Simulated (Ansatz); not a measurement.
ClH₃NO₂Si, SMILES `[NH][Si](O)(O)Cl` radical at its PBE0-D4/def2-TZVP geometry, where that method's forces vanish. Charge 0, multiplicity 2.

```xyz
8

N     0.2607   -1.1227    1.1786
Si   -0.1312    0.0585   -0.0239
O     0.8206    1.3303    0.3172
O     0.1258   -0.6114   -1.4848
Cl   -2.0858    0.6690   -0.0772
H    -0.5214   -1.4998    1.7131
H     0.5474    2.1937    0.0039
H     0.9838   -1.0176   -1.6270
```

Problem. What forces (eV/Å) does r2SCAN-D4/def2-TZVPP give on these atoms in Ansatz? (An estimate is asked.)

Solution. Ansatz gave: 
```
N1   0.020  0.022 -0.024
Si2 -0.021 -0.041  0.106
O3   0.068  0.037  0.011
O4  -0.002 -0.043 -0.073
Cl5 -0.083  0.032 -0.020
H6   0.000 -0.018  0.003
H7  -0.005  0.027  0.005
H8   0.024 -0.016 -0.008
```
